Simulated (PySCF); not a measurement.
Members of one series of related molecules.

All values: PBE0/def2-SVPD (PySCF) at PBE0-D3(BJ)/def2-SVP geometries, gas phase, one conformer each. Core orbitals are frozen in the response; Δα² is half the sum of the squared differences of the principal polarisabilities.

Question: Rank by mean static polarisability, highest first.
A. `C#CC1C[SiH2]C1`
B. `[SiH3]OC1C[SiH2]C1`
C. `n1ccccc1C1C[SiH2]C1`
D. `CSC1C[SiH2]C1`
E. `COB(OC)C1C[SiH2]C1`
F. `CC#CC1C[SiH2]C1`

Answer: C (18.28 Å³), E (15.79 Å³), F (14.87 Å³), D (14.39 Å³), B (13.77 Å³), A (12.53 Å³).

Question: Rank by dipole moment, highest first.
A. `[CH3:1][C:2](=[S:3])[CH:4]1[CH2:5][SiH2:6][CH2:7]1` with C1–C2–C4–C5 -169°, C2–C4–C5–Si6 -145°, C4–C5–Si6–C7 18°, C5–Si6–C7–C4 -18°, C2–C4–C7–Si6 149°
B. `[cH:1]1[cH:2][cH:3][c:4]([CH:5]2[CH2:6][SiH2:7][CH2:8]2)[cH:9][cH:10]1` with C3–C4–C5–C6 58°
C. `[O:1]=[S:2](=[O:3])([OH:4])[CH:5]1[CH2:6][SiH2:7][CH2:8]1` with O1–S2–O4–H -139°, O1–S2–C5–C6 62°, S2–C5–C6–Si7 -102°, C5–C6–Si7–C8 -12°, C6–Si7–C8–C5 12°, S2–C5–C8–Si7 100°
D. `[F:1][C:2]([F:3])([F:4])[C:5]([F:6])([F:7])[CH:8]1[CH2:9][SiH2:10][CH2:11]1` with C2–C5–C8–C9 177°, C5–C8–C9–Si10 148°, C8–C9–Si10–C11 -19°, C9–Si10–C11–C8 19°, C5–C8–C11–Si10 -146°
E. `[SiH3:1][O:2][CH:3]1[CH2:4][SiH2:5][CH2:6]1` with Si1–O2–C3–C4 69°, O2–C3–C4–Si5 146°, C3–C4–Si5–C6 -19°, C4–Si5–C6–C3 19°, O2–C3–C6–Si5 -148°
F. `[CH3:1][O:2][B:3]([O:4][CH3:5])[CH:6]1[CH2:7][SiH2:8][CH2:9]1` with C1–O2–B3–O4 -179°, O2–B3–O4–C5 0°, O2–B3–C6–C7 -70°

Answer: C (3.81 D), A (2.64 D), D (2.35 D), F (1.67 D), E (0.72 D), B (0.45 D).

Question: Rank by polarisability anisotropy Δα, lowest first.
A. `[cH:1]1[cH:2][c:3]([CH:4]2[CH2:5][SiH2:6][CH2:7]2)[cH:8][cH:9][n:10]1` with C2–C3–C4–C5 -57°
B. `[SiH3:1][O:2][CH:3]1[CH2:4][SiH2:5][CH2:6]1` with Si1–O2–C3–C4 69°, O2–C3–C4–Si5 146°, C3–C4–Si5–C6 -19°, C4–Si5–C6–C3 19°, O2–C3–C6–Si5 -148°
C. `[cH:1]1[cH:2][cH:3][c:4]([CH:5]2[CH2:6][SiH2:7][CH2:8]2)[n:9][cH:10]1` with C3–C4–C5–C6 -58°
D. `[CH3:1][O:2][B:3]([O:4][CH3:5])[CH:6]1[CH2:7][SiH2:8][CH2:9]1` with C1–O2–B3–O4 -179°, O2–B3–O4–C5 0°, O2–B3–C6–C7 -70°
E. `[F:1][C:2]([F:3])([F:4])[C:5]([F:6])([F:7])[CH:8]1[CH2:9][SiH2:10][CH2:11]1` with C2–C5–C8–C9 177°, C5–C8–C9–Si10 148°, C8–C9–Si10–C11 -19°, C9–Si10–C11–C8 19°, C5–C8–C11–Si10 -146°
F. `[CH3:1][C:2](=[S:3])[CH:4]1[CH2:5][SiH2:6][CH2:7]1` with C1–C2–C4–C5 -169°, C2–C4–C5–Si6 -145°, C4–C5–Si6–C7 18°, C5–Si6–C7–C4 -18°, C2–C4–C7–Si6 149°

Answer: E (3.83 Å³), D (4.16 Å³), B (4.80 Å³), F (6.28 Å³), A (8.90 Å³), C (9.60 Å³).

All values together:

```tsv
SMILES	formula	μ (D)	HOMO (eV)	LUMO (eV)	α (Å³)	Δα (Å³)	electrons	α per electron (Å³)	ΔSCF removal energy (eV)
FC(F)(F)C(F)(F)C1C[SiH2]C1	C5H7F5Si	2.35	-8.61	-0.03	12.97	3.83	96	0.135	–
COB(OC)C1C[SiH2]C1	C5H13BO2Si	1.67	-7.42	0.26	15.79	4.16	78	0.202	9.17
CC(=O)NC1C[SiH2]C1	C5H11NOSi	3.77	-7.27	0.15	14.69	6.34	70	0.210	9.04
c1cc(C2C[SiH2]C2)ccn1	C8H11NSi	2.64	-7.32	-0.87	18.16	8.90	80	0.227	9.09
CC(=S)C1C[SiH2]C1	C5H10SSi	2.64	-6.33	-1.98	16.00	6.28	70	0.229	8.26
[SiH3]OC1C[SiH2]C1	C3H10OSi2	0.72	-7.83	0.24	13.77	4.80	64	0.215	9.62
CC#CC1C[SiH2]C1	C6H10Si	0.58	-7.06	0.20	14.87	9.43	60	0.248	8.93
C#CC1C[SiH2]C1	C5H8Si	0.42	-7.55	0.05	12.53	6.79	52	0.241	9.49
c1ccc(C2C[SiH2]C2)nc1	C8H11NSi	1.56	-7.27	-0.77	18.28	9.60	80	0.229	8.95
O=S(=O)(O)C1C[SiH2]C1	C3H8O3SSi	3.81	-8.64	-0.14	13.23	3.46	80	0.165	10.44
CSC1C[SiH2]C1	C4H10SSi	1.48	-6.26	0.10	14.39	6.04	64	0.225	8.24
c1ccc(C2C[SiH2]C2)cc1	C9H12Si	0.45	-6.98	-0.38	19.07	9.80	80	0.238	8.64
```

Conformers: `[F:1][C:2]([F:3])([F:4])[C:5]([F:6])([F:7])[CH:8]1[CH2:9][SiH2:10][CH2:11]1` with C2–C5–C8–C9 177°, C5–C8–C9–Si10 148°, C8–C9–Si10–C11 -19°, C9–Si10–C11–C8 19°, C5–C8–C11–Si10 -146°; `[CH3:1][O:2][B:3]([O:4][CH3:5])[CH:6]1[CH2:7][SiH2:8][CH2:9]1` with C1–O2–B3–O4 -179°, O2–B3–O4–C5 0°, O2–B3–C6–C7 -70°; `[CH3:1][C:2](=[O:3])[NH:4][CH:5]1[CH2:6][SiH2:7][CH2:8]1` with C1–C2–N4–C5 180°, C2–N4–C5–C6 -120°, N4–C5–C6–Si7 -151°, C5–C6–Si7–C8 20°, C6–Si7–C8–C5 -20°, N4–C5–C8–Si7 151°; `[cH:1]1[cH:2][c:3]([CH:4]2[CH2:5][SiH2:6][CH2:7]2)[cH:8][cH:9][n:10]1` with C2–C3–C4–C5 -57°; `[CH3:1][C:2](=[S:3])[CH:4]1[CH2:5][SiH2:6][CH2:7]1` with C1–C2–C4–C5 -169°, C2–C4–C5–Si6 -145°, C4–C5–Si6–C7 18°, C5–Si6–C7–C4 -18°, C2–C4–C7–Si6 149°; `[SiH3:1][O:2][CH:3]1[CH2:4][SiH2:5][CH2:6]1` with Si1–O2–C3–C4 69°, O2–C3–C4–Si5 146°, C3–C4–Si5–C6 -19°, C4–Si5–C6–C3 19°, O2–C3–C6–Si5 -148°; `[CH3:1][C:2]#[C:3][CH:4]1[CH2:5][SiH2:6][CH2:7]1` with C3–C4–C5–Si6 149°, C4–C5–Si6–C7 -19°, C5–Si6–C7–C4 19°, C3–C4–C7–Si6 -149°; `[CH:1]#[C:2][CH:3]1[CH2:4][SiH2:5][CH2:6]1` with C2–C3–C4–Si5 -149°, C3–C4–Si5–C6 19°, C4–Si5–C6–C3 -19°, C2–C3–C6–Si5 149°; `[cH:1]1[cH:2][cH:3][c:4]([CH:5]2[CH2:6][SiH2:7][CH2:8]2)[n:9][cH:10]1` with C3–C4–C5–C6 -58°; `[O:1]=[S:2](=[O:3])([OH:4])[CH:5]1[CH2:6][SiH2:7][CH2:8]1` with O1–S2–O4–H -139°, O1–S2–C5–C6 62°, S2–C5–C6–Si7 -102°, C5–C6–Si7–C8 -12°, C6–Si7–C8–C5 12°, S2–C5–C8–Si7 100°; `[CH3:1][S:2][CH:3]1[CH2:4][SiH2:5][CH2:6]1` with C1–S2–C3–C4 179°, S2–C3–C4–Si5 149°, C3–C4–Si5–C6 -19°, C4–Si5–C6–C3 19°, S2–C3–C6–Si5 -145°; `[cH:1]1[cH:2][cH:3][c:4]([CH:5]2[CH2:6][SiH2:7][CH2:8]2)[cH:9][cH:10]1` with C3–C4–C5–C6 58°.

A dash marks a removal energy that wasn't run or isn't settled.

By how much does the ΔSCF value exceed −ε(HOMO) over the species that have both?

By 1.66 to 1.98 eV, 1.81 eV on average, over 11 species.
